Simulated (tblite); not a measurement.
C₇H₁₃OP₂ (charge +1).
Cartesian coordinates in Å at the GFN2-xTB level; atoms count from 1:
```xyz
23
C7H13OP2 angstrom
C     -3.3795   -0.9147    0.0063
O     -2.5301    0.2106    0.1639
C     -1.2559    0.0944   -0.1264
C     -0.5719   -1.0003   -0.5716
P      1.1191   -0.5359   -0.7828
C      2.3767   -1.4617    0.1363
P      4.0238   -0.5744   -0.2178
C      0.8723    1.1437   -0.2485
C     -0.4289    1.3193    0.0561
C     -1.0674    2.5619    0.5314
H     -4.3726   -0.5809    0.2981
H     -3.3932   -1.2493   -1.0334
H     -3.0607   -1.7356    0.6527
H     -0.9733   -1.9748   -0.7785
H      1.5180   -0.5613   -2.1044
H      2.1118   -1.5066    1.1953
H      2.4081   -2.4776   -0.2715
H      4.7840   -1.5124    0.4735
H      3.9269    0.2708    0.8876
H      1.6393    1.8969   -0.2051
H     -0.3389    3.3549    0.6688
H     -1.8205    2.8837   -0.1879
H     -1.5918    2.3763    1.4680
```

Level: GFN2-xTB in tblite, geometry and Hessian alike; calculated harmonic values, unscaled, isolated species. The method is semi-empirical: single wavenumbers can be off by several per cent or more. Modes of hydrogen on phosphorus can be 10 to 20 % off. One conformer, not necessarily the lowest.

Harmonic wavenumbers (cm⁻¹): 41.6, 58.8, 99.1, 117.6, 135.6, 156.2, 166.7, 173.0, 198.1, 233.4, 296.6, 319.3, 408.1, 458.5, 503.1, 513.3, 614.3, 637.8, 670.3, 683.0, 704.6, 719.2, 758.0, 778.6, 812.9, 836.7, 883.3, 899.8, 910.6, 999.7, 1001.3, 1006.9, 1019.8, 1091.1, 1099.1, 1106.8, 1117.6, 1124.9, 1159.0, 1213.1, 1315.2, 1357.3, 1383.3, 1392.0, 1425.7, 1434.2, 1447.2, 1450.8, 1557.9, 1604.0, 2292.4, 2356.2, 2383.4, 2922.9, 2943.0, 2975.2, 2981.7, 3007.8, 3028.4, 3049.9, 3070.8, 3112.2, 3132.0.

A = 2085, B = 498.0, C = 420.7 MHz; mass 175.044 u (most abundant isotopes); point group C1, symmetry number 1.

Q: What is the zero-point energy?

A: Half the sum of the wavenumbers: 38675 cm⁻¹ = 110.58 kcal/mol.

Q: Give the ideal-gas entropy at 298.15 K and 1 bar in the rigid-rotor, harmonic-oscillator model (classical rotation).

A: Translation 41.41, rotation 30.98, vibration 40.61: S = 113.0 cal/(mol K).

Q: And Cp and H(298.15 K) − H(0)?

A: Cp = 49.28 cal/(mol K), of which vibrations give 41.33 (their classical limit is 63 R = 125.2); H(298.15 K) − H(0) = 8.72 kcal/mol without the zero-point energy, 6.35 from vibrations.

Q: What must be added to the electronic energy to get the Gibbs energy at 298.15 K and 1 bar?

A: ZPE + [H(298.15 K) − H(0)] − T·S = 110.58 + 8.72 − 33.69 = 85.61 kcal/mol.

Q: How do the functions run with temperature in this model?

A: 
```
T (K)  S (cal/(mol K))  Cp (cal/(mol K))  H − H(0) (kcal/mol)  G − H(0) (kcal/mol)  ln q(vib)
  100             75.8              23.7                 1.53                -6.05       2.41
  200             96.1              36.2                 4.53               -14.70       6.15
  300            113.3              49.5                 8.81               -25.18       9.79
  500            144.2              72.1                21.11               -51.00      16.84
  800            183.2              93.2                46.20              -100.32      26.73
 1000            205.0             102.1                65.78              -139.18      32.77
```

q(vib) and H(0) count from the zero-point level.

Q: Blend soft modes into free rotors: weight 1/[1 + (100 cm⁻¹/ν̃)⁴] for the oscillator and the rest for a rotor with moment μB/(μ + B), μ = h/(8π²ν), B = 10⁻⁴⁴ kg m². What vibrational entropy results?

A: 37.64 cal/(mol K) in place of 40.61, which changes −T·S at 298.15 K by +0.89 kcal/mol.

Q: Which modes carry the vibrational entropy at 298.15 K?

A: 41.6 cm⁻¹: 5.18; 58.8 cm⁻¹: 4.50; 99.1 cm⁻¹: 3.47; 117.6 cm⁻¹: 3.14; 135.6 cm⁻¹: 2.87; 156.2 cm⁻¹: 2.60 cal/(mol K); the other 57 give 18.86 together.

Hindered rotation and anharmonicity are outside this model. Other conformers, if any are populated, would add a mixing term that is left out. The structure is chiral; the term R ln 2 for an equal mix with its mirror image is left out.
